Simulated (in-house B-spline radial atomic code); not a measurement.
Computed with a B-spline radial atomic code. Model: two electrons, singlet ground state, non-relativistic, full CI in B-splines with partial waves to l = 8 (at full coupling up to 3e-4 hartree above the limit, correlation up to 0.6 % small), density held at that of full coupling by Lieb maximisation.

Along the adiabatic connection the electron repulsion is scaled by a coupling λ while a local potential keeps the density fixed. At λ = 0 the system is the Kohn-Sham one and W equals the exchange energy; the exchange-correlation energy is the area under W between 0 and 1. The kinetic energy rises with λ as the electrons avoid each other, with dT/dλ = −λ dW/dλ.

Command:
```bash
python run_ac.py task.json out
```
Settings (lengths in bohr, energies in hartree):
```
potential              coulomb
strength               20
lmax                   8
```

Run time, properties included: 7 s on 1 thread of Intel(R) Xeon(R) Processor @ 2.30GHz (shared host).

**W = mean repulsion less Hartree energy, and W of three functionals.**

Given: confinement point charge; nuclear charge 20; external potential -Z/r.

Computed: LDA exchange minus exact 1743.4 millihartree; PBE exchange minus exact 249.53 millihartree.

```
coupling  W xc (hartree)  W xc minus exchange (millihartree)  kinetic minus Kohn-Sham (millihartree)  LDA (PW92) W minus its exchange (millihartree)  PBE W minus its exchange (millihartree)  SCAN W minus its exchange (millihartree)
       0         -12.278                                   0                                       0                                               0                                        0                                         0
    0.02          -12.28                              -1.859                                       0                                          -17.97                                     -1.9                                     -1.86
    0.05               ?                                   ?                                       ?                                               ?                                        ?                                         ?
    0.12         -12.289                             -11.135                                     0.7                                          -81.33                                   -11.49                                    -11.06
    0.25         -12.301                             -23.141                                     2.9                                         -147.23                                   -24.02                                    -22.89
     0.4         -12.315                             -36.922                                     7.4                                         -213.17                                   -38.53                                    -36.37
     0.6         -12.333                             -55.178                                    16.5                                         -291.25                                   -57.92                                    -54.14
     0.8         -12.351                             -73.301                                    29.2                                         -361.81                                   -77.32                                    -71.69
       1         -12.369                             -91.291                                    45.4                                         -426.93                                   -96.68                                    -89.03
     1.4         -12.405                             -126.88                                      88                                         -545.24                                  -135.26                                   -123.15
       2         -12.457                              -179.3                                   177.1                                         -701.68                                  -192.55                                   -173.06
       3         -12.542                             -264.21                                   389.1                                         -925.72                                  -286.09                                    -253.2
     4.5               ?                                   ?                                       ?                                               ?                                        ?                                         ?
       7         -12.853                             -575.72                                  1932.5                                         -1589.8                                  -632.19                                   -543.02
      10         -13.061                             -783.46                                  3693.2                                         -1960.8                                  -863.36                                   -734.58
```

(1) What belongs in the row 0.05?

(2) What belongs in the row 4.5?

(3) What is the SCAN exchange minus exact?

**Energy parts, natural occupations and partial-wave weights.**

Computed: total energy -387.6570 hartree; exchange energy -12.278 hartree; correlation energy -0.045934 hartree; kinetic part of the DFT correlation energy 0.045357 hartree; kinetic part over minus potential part 0.49684; Hartree energy 24.555 hartree; Lieb Oxford ratio E_xc over LDA exchange 1.1699.

| natural | occupation of the shell (electrons) |
| --- | --- |
| s | 1.9999 |
| p | ? |
| s | 4.4974e-05 |
| d | 4.4792e-06 |
| p | 3.0473e-06 |
| s | 1.1442e-06 |

(4) What belongs in the row p?

| wave | weight |
| --- | --- |
| s | 0.99996 |
| p | ? |
| d | 2.5228e-06 |
| f | 3.8205e-07 |
| g | 9.2334e-08 |

(5) What belongs in the row p?

(6) What is the initial slope twice GL2?

(7) What is the Kohn-Sham kinetic?

Answers

(1) W xc (hartree): -12.282; W xc minus exchange (millihartree): -4.645; kinetic minus Kohn-Sham (millihartree): 0.1; LDA (PW92) W minus its exchange (millihartree): -39.25; PBE W minus its exchange (millihartree): -4.77; SCAN W minus its exchange (millihartree): -4.64.

(2) W xc (hartree): -12.664; W xc minus exchange (millihartree): -386.07; kinetic minus Kohn-Sham (millihartree): 845.3; LDA (PW92) W minus its exchange (millihartree): -1207.5; PBE W minus its exchange (millihartree): -421.21; SCAN W minus its exchange (millihartree): -367.18.

(3) -3.911 millihartree.

(4) occupation of the shell (electrons): 7.708e-05.

(5) weight: 4.0226e-05.

(6) -0.092983 hartree.

(7) 387.61 hartree.

Half-way to full coupling W has made 50 % of its drop, against 50 % for a straight line, and second-order (GL2) theory, half the initial slope, overshoots the correlation energy by about 1 %: correlation is weak here. Over couplings 0 to 1 the errors in E_xc come to about +1548 millihartree for LDA, +247 millihartree for PBE, -3.0 millihartree for SCAN, so SCAN is nearest. In LDA and PBE and SCAN the errors of exchange and correlation have opposite signs, so the sum is smaller than the larger of the two.
